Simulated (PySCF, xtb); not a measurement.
SiH3Cl, SMILES [SiH3]Cl.

GFN2-xTB (xtb) at its own geometry gives an orbital gap of 6.09 eV and a dipole moment of 1.66 D.

Geometry optimised at B3LYP-D3(BJ)/def2-TZVP. The isomer is the one that the SMILES or the coordinates give; other isomers of the formula were not compared.

Problem. What does PBE/def2-TZVPD in PySCF give? (Estimate from the structure and the level; the computed values follow.)

Solution. gap 6.49 eV (levels -7.70 and -1.20 eV), dipole 1.27 D.
